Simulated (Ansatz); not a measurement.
Process, species as SMILES: CC[C](O)CC -> [CH2]C(C)CCO
Structures are relaxed separately at B3LYP-D3(BJ)/def2-TZVP in Ansatz (a quantum-chemistry and plane-wave program), one conformer each, not searched for the lowest. Frequencies are from Ansatz.

Property: isomerisation energy (0 K, with B3LYP-D3(BJ) harmonic zero-point energies), in kcal/mol. Valence correlation only, unless marked. Open shells are spin-unrestricted. No spin-orbit coupling. No relativistic terms. Basis-set limits of correlation are two-point, X^-3; Hartree-Fock from the larger set. The bracket is a focal-point correction in the basis named.

```json
[
 {"level": "SVWN5/def2-TZVPD", "program": "Ansatz", "isomerisation energy (kcal/mol)": "13.8"},
 {"level": "PBE0/def2-QZVPP", "program": "Ansatz", "isomerisation energy (kcal/mol)": "?"},
 {"level": "LC-wPBE-D4/def2-TZVPD", "program": "Ansatz + dftd4", "isomerisation energy (kcal/mol)": "?"},
 {"level": "wB97M-V/def2-TZVPD", "program": "Ansatz", "isomerisation energy (kcal/mol)": "?"},
 {"level": "CCSD/cc-pVTZ", "program": "Ansatz", "isomerisation energy (kcal/mol)": "8.8"},
 {"level": "CCSD(T) with core electrons/cc-pwCVTZ", "program": "Ansatz", "isomerisation energy (kcal/mol)": "9.5"},
 {"level": "RI-MP2/CBS(cc-pVTZ,cc-pVQZ)+[CCSD(T)-MP2]/cc-pVTZ", "program": "Ansatz", "isomerisation energy (kcal/mol)": "8.8"}
]
```

Question: What belongs in the gaps?

Answer: 
- PBE0/def2-QZVPP, isomerisation energy (kcal/mol): 10.9
- LC-wPBE-D4/def2-TZVPD, isomerisation energy (kcal/mol): 10.6
- wB97M-V/def2-TZVPD, isomerisation energy (kcal/mol): 10.0
